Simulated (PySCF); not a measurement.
Species: C5H8OS.
SMILES with atom numbers: `[CH2:1]=[CH:2]/[CH:3]=[CH:4]\[S@@:5]([CH3:6])=[O:7]` (hydrogens: H8, H9 on C1; H10 on C2; H11 on C3; H12 on C4; H13, H14, H15 on C6)

The same species was optimised twice, with GFN2-xTB and with PBE0-D3(BJ)/def2-SVP (PySCF), and the same property calculations (PySCF, gas phase) were run on both structures.

```tsv
coordinate	GFN2-xTB	PBE0-D3(BJ)/def2-SVP	change
S5–C6 (Å)	1.857	1.817	-0.040
S5=O7 (Å)	1.462	1.500	+0.038
C4–S5 (Å)	1.814	1.789	-0.025
C3=C4 (Å)	1.330	1.343	+0.013
C1=C2 (Å)	1.329	1.340	+0.011
C2–C3 (Å)	1.445	1.453	+0.008
C4–S5–C6 (°)	93.2	96.5	+3.3
C2–C3–C4 (°)	123.9	125.8	+1.9
C4–S5–O7 (°)	105.1	105.8	+0.7
C3–C4–S5 (°)	123.3	123.9	+0.6
C6–S5–O7 (°)	105.9	105.8	-0.1
C1–C2–C3 (°)	123.3	123.3	0.0
C1–C2–C3–C4 (°)	-176	-177	-1
C3–C4–S5–C6 (°)	89	111	+22
```

Rotational constants: A = 4997, B = 1168, C = 1088 MHz (GFN2-xTB) against A = 4994, B = 1089, C = 1047 MHz (PBE0-D3(BJ)/def2-SVP). Point groups within 0.08 Å: C1 and C1.

On the GFN2-xTB structure: lowest singlet, TDDFT (eV) 4.70 [CAM-B3LYP/def2-SVPD]; isotropic polarisability (au) 91.9 [CAM-B3LYP/def2-SVPD]; HOMO (eV) -8.02 [CAM-B3LYP/def2-SVPD]; LUMO (eV) -0.48 [CAM-B3LYP/def2-SVPD]; dipole (D) 4.51 [CAM-B3LYP/def2-SVPD]; HOMO (eV) -6.61 [PBE0/pcSseg-1]; LUMO (eV) -1.52 [PBE0/pcSseg-1]; dipole (D) 4.23 [PBE0/pcSseg-1]; GIAO shielding of C1 (ppm) 57.4 [PBE0/pcSseg-1]; GIAO shielding of C2 (ppm) 47.6 [PBE0/pcSseg-1]; GIAO shielding of C3 (ppm) 46.8 [PBE0/pcSseg-1]; GIAO shielding of C4 (ppm) 24.9 [PBE0/pcSseg-1]; GIAO shielding of S5 (ppm) 193.1 [PBE0/pcSseg-1]; GIAO shielding of C6 (ppm) 137.6 [PBE0/pcSseg-1]; GIAO shielding of O7 (ppm) 299.5 [PBE0/pcSseg-1].

**Question.** What do these properties become on the PBE0-D3(BJ)/def2-SVP structure?

**Answer.** 
| property | level | on GFN2-xTB | on PBE0-D3(BJ)/def2-SVP | change |
| --- | --- | --- | --- | --- |
| lowest singlet, TDDFT (eV) | CAM-B3LYP/def2-SVPD | 4.70 | 4.53 | -0.17 |
| isotropic polarisability (au) | CAM-B3LYP/def2-SVPD | 91.9 | 94.7 | +2.8 |
| HOMO (eV) | CAM-B3LYP/def2-SVPD | -8.02 | -8.00 | +0.02 |
| LUMO (eV) | CAM-B3LYP/def2-SVPD | -0.48 | -0.57 | -0.09 |
| dipole (D) | CAM-B3LYP/def2-SVPD | 4.51 | 4.72 | +0.21 |
| energy, GFN2-xTB geometry as zero (kcal/mol) | CAM-B3LYP/def2-SVPD | 0.0 | -3.5 | -3.5 |
| HOMO (eV) | PBE0/pcSseg-1 | -6.61 | -6.54 | +0.07 |
| LUMO (eV) | PBE0/pcSseg-1 | -1.52 | -1.62 | -0.10 |
| dipole (D) | PBE0/pcSseg-1 | 4.23 | 4.42 | +0.19 |
| energy, GFN2-xTB geometry as zero (kcal/mol) | PBE0/pcSseg-1 | 0.0 | -3.0 | -3.0 |
| GIAO shielding of C1 (ppm) | PBE0/pcSseg-1 | 57.4 | 52.9 | -4.5 |
| GIAO shielding of C2 (ppm) | PBE0/pcSseg-1 | 47.6 | 45.0 | -2.6 |
| GIAO shielding of C3 (ppm) | PBE0/pcSseg-1 | 46.8 | 42.1 | -4.7 |
| GIAO shielding of C4 (ppm) | PBE0/pcSseg-1 | 24.9 | 32.3 | +7.4 |
| GIAO shielding of S5 (ppm) | PBE0/pcSseg-1 | 193.1 | 214.0 | +20.9 |
| GIAO shielding of C6 (ppm) | PBE0/pcSseg-1 | 137.6 | 140.0 | +2.4 |
| GIAO shielding of O7 (ppm) | PBE0/pcSseg-1 | 299.5 | 274.6 | -24.9 |

The heavy atoms differ by 0.251 Å rms after alignment. Among bonds between heavy atoms S5–C6 changes most (-0.040 Å). Changes are differences of the printed values. Neither structure is proved a minimum here.

Conformer computed: `[CH2:1]=[CH:2]/[CH:3]=[CH:4]\[S@@:5]([CH3:6])=[O:7]`: C1–C2–C3–C4 -177°, C3–C4–S5–C6 111°.
